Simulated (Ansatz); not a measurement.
Cu2F2⁻. Charge -1, multiplicity 2. Geometry PBE0-D4/def2-SVPD; atoms count from 1.

```xyz
4

Cu    0.1196    0.0420   -1.1721
Cu   -0.1194   -0.0427    1.1719
F     0.7935    0.7369   -2.7267
F    -0.7938   -0.7362    2.7269
```

Another isomer (doublet) lies 0.25 eV lower at PBE0-D4/def2-TZVPD; other spin states weren't run for this one.

(1) Estimate the Mulliken populations from the PBE0/def2-TZVPD orbitals of Ansatz.

(2) Where does the spin sit?

(3) And the Mayer bond orders between heavy atoms (over 0.3)?

Answers

(1) 
```
atom  charge (e)  spin (α − β)  d electrons
 Cu1        0.22          0.49         9.78
 Cu2        0.22          0.49         9.78
  F3       -0.72          0.01            –
  F4       -0.72          0.01            –
```
Mulliken values depend strongly on the basis. With diffuse functions, as here, like atoms can get unlike values, and bond orders can come out too low or too high.

(2) Summed by element: Cu 0.97, F 0.03, of 1 unpaired in all. Largest on single atoms: Cu1 0.49, Cu2 0.49, F3 0.01.

(3) Cu1–Cu2 0.84 (2.36 Å); Cu1–F3 0.36 (1.83 Å); Cu2–F4 0.36 (1.83 Å).
